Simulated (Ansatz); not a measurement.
Consider the ligand exchange at the Al–Br bond: `C[CH2][AlH][Br]` + `C=N` → `C=[N][AlH][CH2]C` + HBr.

Calculated with Ansatz (gas phase, PBE0-D4/def2-TZVP geometries, no zero-point term in ΔE). CCSD(T)/CBS is the MP2 limit (def2-TZVPP, def2-QZVPP) plus CCSD(T) − MP2 in def2-TZVPP, frozen cores. This one scheme is used for every species. Functionals use def2-TZVPP. For Br outer-core shells are correlated without core-valence functions, which leaves a few kJ/mol of doubt a bond. Scalar relativity is left out up to krypton. One conformer a species, not always the lowest.

```json
{"level": "PBE-QIDH", "ΔE (eV)": "1.03"}
{"level": "PBE", "ΔE (eV)": "0.92"}
```

Question: What does CCSD(T)/CBS give? (An estimate is asked.)

Answer: Computed: +1.02 eV. The listed levels differ from it by 0.01, -0.10 eV.

Largest T1 diagnostic among the species: 0.012.

From BLYP to BHLYP (50 % exact exchange), in def2-TZVPP and without D4, ΔE moves by +0.14 eV. In def2-TZVPP, CCSD(T) changes the Hartree–Fock value by −0.09 eV (the triples alone add −0.01 eV) and MP2 by −0.08 eV.
